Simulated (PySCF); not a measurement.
Ta(O)(OH)3 (H3O4Ta), SMILES [O]=[Ta]([OH])([OH])[OH], multiplicity 1. The structure is a stationary point at B3LYP-D3(BJ)/def2-SVP. The spin state was assumed, not searched. The def2 effective core potentials stand for the cores of Ta; spin–orbit coupling is left out. One conformer was computed; it need not be the lowest.

Computed equilibrium geometry at B3LYP-D3(BJ)/def2-SVP (PySCF confirms it by a frequency run) as a Z-matrix, and its point group (one conformer of several):
point group C3v.
```
Ta
O 1 1.7351
O 1 1.9182 2 108.48
H 3 0.9635 1 133.88 2 0.00
O 1 1.9182 2 108.48 3 -120.00
H 5 0.9635 1 133.88 2 0.00
O 1 1.9182 2 108.48 3 120.00
H 7 0.9635 1 133.88 2 0.00
```
